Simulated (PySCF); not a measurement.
**Structure revision by computed shifts**

A compound C5H13NSi gives the data below (simulated from a calculation) and was assigned the structure `C/C=C(/[SiH3])N(C)C`.

13C{1H} NMR (computed): δ 159.6 (CH), 129.6 (CH), 31.4 (CH3), 23.2 (CH3), -1.6 (CH3).

1H NMR (500 MHz, computed): δ 7.06 (m, 1H), 5.69 (m, 1H), 5.13 (m, 1H), 2.77 (s, 3H), 2.21 (d, 3H), 0.17 (d, 3H), -0.26 (br s, 1H).

PySCF 2.14 calculation with geometry: GFN2-xTB and shielding tensors at PBE0/pcSseg-1 (GIAO); averaged over atoms made equivalent by symmetry, fast rotation or ring inversion, gas phase, single conformer, non-relativistic Hamiltonian.

δ = σ(ref) − σ, references computed at the same level: 1H and 13C vs TMS.

(1) Compare with the shifts computed for the proposed structure, pairing carbons in order of shift.

(2) Which isomer fits?

Results:

(1) Atoms are numbered as in `[CH3:1]/[CH:2]=[C:3](/[SiH3:4])[N:5]([CH3:6])[CH3:7]`. Hydrogens are named by the atom that carries them.

```
atom  computed for proposal  given list  difference
  C3                  154.5       159.6        -5.1
  C2                  143.6       129.6       +14.0
  C6                   45.7        31.4       +14.3
  C7                   45.7        23.2       +22.5
  C1                   16.6        -1.6       +18.2
```

The rms difference is 15.9 ppm and the largest +22.5 ppm at C7 (methyl carbon bonded to N). The proposal also would give 4 carbon signals, not 5. The carbon types in order of shift don't match either: C, CH, CH3, CH3, CH3 for the proposal against CH, CH, CH3, CH3, CH3 in the data. The proposal doesn't fit.

(2) `[Si@H](/C=C\C)(C)NC`.

- Carbon types of the structure: 2 × CH, 3 × CH3, leaving 2 H on heteroatoms.
- δC 159.6, 129.6: alkene CH; the olefinic region.
- δC 23.2: allylic methyl carbon; a saturated carbon with 1 carbon neighbour and no heteroatom attached.
- δC -1.6: methyl carbon bonded to Si; an electropositive neighbour leaves it electron-rich and shielded.
- δH 7.06, 5.69: hydrogen on an alkene CH; a vinylic proton, deshielded by the sp2 carbon and the C=C anisotropy.

Other isomers checked: C=CC[SiH2]N(C)C (rms 17.6 ppm); CN(C)[C@@H]1CC[SiH2]1 (rms 58.2 ppm).

The data come from this structure; uniqueness wasn't tested.

OH and NH positions are those of a molecule without intermolecular hydrogen bonds; in solution they move with solvent, concentration and temperature, and exchange usually removes their couplings. Shifts are as computed. Against solution values, carbons near 30 ppm lie about +3 ppm off and those near 130 ppm about +5 ppm. Of 1211 compounds with measured shifts, 218 miss one by over three times the rms of a fit or turn the order of signals round; such compounds aren't used in these exercises. No couplings were computed; multiplicities are counted from neighbouring protons, with m where these are inequivalent, close in shift, in a saturated or five-membered ring or joined by F or P, and br s for small geminal =CH2 splittings.
